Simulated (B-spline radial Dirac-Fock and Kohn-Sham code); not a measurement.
**Ionisation energies of rubidium ions, computed and tabulated**

Level of theory: multi-electron Dirac-Fock with separately optimised hole states, Breit and Lamb-shift corrections added in first order; an atomic code on a B-spline grid. Each value is the difference of the configuration-average energies of two neighbouring ions in their tabulated ground configurations. No correlation. NIST's values refer to the lowest levels; many for high charge states are themselves semi-empirical or theoretical. Where a p, d or f shell is open in either ion the computed value averages over both j values and all terms, while the table refers to the lowest levels; that difference holds spin-orbit splitting (largest in heavy or highly charged ions), term energies where several electrons share open shells, and correlation, and it can reach 10 % or more.

```csv
ion,configuration,computed (eV),NIST (eV),kind,NIST − computed (eV)
Rb²⁰⁺,[Ne] 3s2 3p5,911.5,905.3 ± 1,semi-empirical,-6.18
Rb²¹⁺,[Ne] 3s2 3p4,963.2,958.9 ± 1.4,semi-empirical,-4.29
Rb²²⁺,[Ne] 3s2 3p3,1015.8,1024 ± 4,semi-empirical,+8.20
Rb²³⁺,[Ne] 3s2 3p2,1069.3,1080 ± 3,semi-empirical,+10.69
Rb²⁴⁺,[Ne] 3s2 3p1,1123.7,1125 ± 5,semi-empirical,+1.28
Rb²⁵⁺,[Ne] 3s2,1237.2,1242.5 ± 1.7,semi-empirical,+5.26
Rb²⁶⁺,[Ne] 3s1,1293.8,1294.57 ± 0.04,semi-empirical,+0.75
Rb²⁷⁺,[He] 2s2 2p6,3149.9,3133.3 ± 1.8,semi-empirical,-16.57
Rb²⁸⁺,[He] 2s2 2p5,3303.2,3281 ± 6,semi-empirical,-22.20
Rb²⁹⁺,[He] 2s2 2p4,3459.5,3443 ± 8,semi-empirical,-16.46
Rb³⁰⁺,[He] 2s2 2p3,3618.7,3600 ± 30,semi-empirical,-18.66
Rb³¹⁺,[He] 2s2 2p2,3780.8,3815 ± 4,semi-empirical,+34.21
Rb³²⁺,[He] 2s2 2p1,3945.8,3988 ± 3,semi-empirical,+42.16
Rb³³⁺,[He] 2s2,4206.8,4214 ± 4,semi-empirical,+7.19
Rb³⁴⁺,[He] 2s1,4356.7,4356.865 ± 0.01,theoretical,+0.18
Rb³⁵⁺,1s2,18304.1,18305.89,theoretical,+1.80
Rb³⁶⁺,1s1,18965.7,18965.55,theoretical,-0.10
```

Task: Where in this range is the largest relative jump, and why?

Result: From Rb³⁴⁺ (4356.7 eV) to Rb³⁵⁺ (18304.1 eV), a factor of 4.20. The configuration goes from [He] 2s1 to 1s2, so the next electron comes out of a deeper subshell.
